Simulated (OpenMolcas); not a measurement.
V2+ with 6 ligands (ammonia) in octahedral coordination (S6) at 2.21 Å. Ligand basis ANO-RCC-VDZP.
```
V     0.0000    0.0000    0.0000
N     2.2100    0.0000    0.0000
H     2.5921    0.9457    0.0000
H     2.5921   -0.4729    0.8190
H     2.5921   -0.4729   -0.8190
N     0.0000    2.2100    0.0000
H     0.0000    2.5921    0.9457
H     0.8190    2.5921   -0.4729
H    -0.8190    2.5921   -0.4729
N    -2.2100    0.0000    0.0000
H    -2.5921   -0.9457    0.0000
H    -2.5921    0.4729   -0.8190
H    -2.5921    0.4729    0.8190
N     0.0000   -2.2100    0.0000
H     0.0000   -2.5921   -0.9457
H    -0.8190   -2.5921    0.4729
H     0.8190   -2.5921    0.4729
N     0.0000    0.0000    2.2100
H     0.9457    0.0000    2.5921
H    -0.4729    0.8190    2.5921
H    -0.4729   -0.8190    2.5921
N     0.0000    0.0000   -2.2100
H    -0.9457    0.0000   -2.5921
H     0.4729   -0.8190   -2.5921
H     0.4729    0.8190   -2.5921
```

| Item | Value |
| --- | --- |
| Program | OpenMolcas |
| Method | CASSCF |
| Basis | ANO-RCC-VTZP [6s5p3d2f1g] |
| Scalar Hamiltonian | DKH2, point nucleus |
| Active space | 3 electrons in 5 orbitals (3d) |
| State averaging | 2S+1 = 4 even, 10 roots; 2S+1 = 2 even, 40 roots |
| Spin-orbit coupling | state interaction with AMFI integrals over the reference wave functions |

(1) What is the spin-free ground state?

(2) Where is the first state of the same spin?

(3) What are the lowest two levels with spin-orbit coupling?

(4) What is χT at 300 K, and how does it compare with the textbook value?

Answers

(1) A state of multiplicity 4, 1-fold in its orbital part; it has the highest spin that d3 allows.

(2) A 1-fold state lies at 14400 cm-1 above the ground state.

(3) A 4-fold level, then a 2-fold level 14418 cm-1 above it. Their leading multiplicities are 4 (100 %) and 4 (100 %).

(4) The lowest level has 2S+1 = 4, for which the spin-only value is χT = S(S+1) / 2 = 1.875 cm3 K/mol (g = 2). The computed 1.860 at 300 K differs by -0.015, through a little spin-orbit mixing out of the ground term, against the free-electron g of 2.0023, which raises it.

Without dynamic correlation the repulsion within the d shell is too large (B by tens of per cent), so at a given field states of lower spin stand too high. Ligand-to-metal charge-transfer states are missing. With no ligand orbital active B as a rule stays too high, so bands that hang on it stand too high and its fall with covalency is understated. With metal d orbitals alone and no dynamic correlation the field as a rule comes out too small, by tens of per cent, by up to half for chloride and softer ligands. No measured value stands beside these numbers; the geometry is a model, was not optimised and need not be the one that this ion takes.
